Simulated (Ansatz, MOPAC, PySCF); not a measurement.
Molecule: HS2O, charge 0, multiplicity 2. SMILES: [S]SO
Coordinates optimised at B3LYP-D3(BJ)/def2-TZVP (Ansatz, a program for electronic structure):
```
S
O 1 1.6627
H 2 0.9712 1 108.36
S 1 1.9230 2 109.60 3 0.00
```
Charge 0, spin multiplicity 2.

Unscaled harmonic wavenumbers (cm⁻¹) in rising order, each level at the stationary point that it reaches from this structure (no distance between atoms moves by over 0.3 Å); the order of modes can differ between levels, and a negative number is imaginary. B3LYP-D3(BJ)/def2-TZVP (PySCF, at the structure above): 150, 292, 647, 731, 1115, 3707.

AM1 (MOPAC): -320, 205, 610, 833, 1227, 3486. Zero-point energy 9.1 against 9.5 kcal/mol; where all levels lie over 400 cm⁻¹, the wavenumbers are on average 1.031 times those of B3LYP-D3(BJ)/def2-TZVP. This level finds the structure a saddle point. The zero-point energy leaves imaginary modes out.

PM3 (MOPAC): -297, 224, 640, 913, 1138, 3863. Zero-point energy 9.7 against 9.5 kcal/mol; where all levels lie over 400 cm⁻¹, the wavenumbers are on average 1.076 times those of B3LYP-D3(BJ)/def2-TZVP. This level finds the structure a saddle point. The zero-point energy leaves imaginary modes out.

PM6 (MOPAC): -112, 197, 636, 728, 1077, 2461. Zero-point energy 7.3 against 9.5 kcal/mol; where all levels lie over 400 cm⁻¹, the wavenumbers are on average 0.902 times those of B3LYP-D3(BJ)/def2-TZVP. This level finds the structure a saddle point. The zero-point energy leaves imaginary modes out.

B3LYP/6-31G* (Ansatz): -88, 278, 626, 719, 1167, 3658. Zero-point energy 9.2 against 9.5 kcal/mol; where all levels lie over 400 cm⁻¹, the wavenumbers are on average 0.996 times those of B3LYP-D3(BJ)/def2-TZVP. This level finds the structure a saddle point. The zero-point energy leaves imaginary modes out.
